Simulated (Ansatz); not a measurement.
System: CHI2, charge 0, doublet. CHI2 (SMILES I[CH]I, doublet).
B3LYP-D3(BJ)/def2-TZVP minimum from Ansatz (a program for electronic structure):
```xyz
4

I     -1.8101     0.0999     0.0202
C     -0.0162    -0.8857    -0.1989
I      1.8125     0.0341     0.0173
H     -0.0331    -1.7885    -0.7907
```
Charge 0, spin multiplicity 2.

Total energies in def2-SVP, 19 correlated electrons, 19 frozen orbitals. Open shells are spin-unrestricted; no spin-orbit coupling. Cores are frozen in correlated methods (noble-gas shells, and filled d and f shells in the p block). Past Kr the def2 sets carry scalar-relativistic core potentials. Spin-orbit terms, left out, reach several kcal/mol for Br and I, and more for heavier atoms. The UHF reference of CHI2 (I[CH]I, doublet) is spin-contaminated (<S^2> up to 0.04 over the pure value in the sets run).

| method | program | energy (Eh) | minus CCSDT(Q) (mEh) |
|---|---|---|---|
| HF | Ansatz | -631.65995 | 352.65 |
| MP2 | Ansatz | -631.96960 | 43.01 |
| CCSD | Ansatz | -632.00047 | 12.14 |
| CCSD(T) | Ansatz | -632.01081 | 1.80 |
| CCSDT(Q) | Ansatz | -632.01261 | 0.00 |

Rough core times of Ansatz's runs on a shared machine: CCSD(T) under 20 s, CCSDT(Q) 3 min.
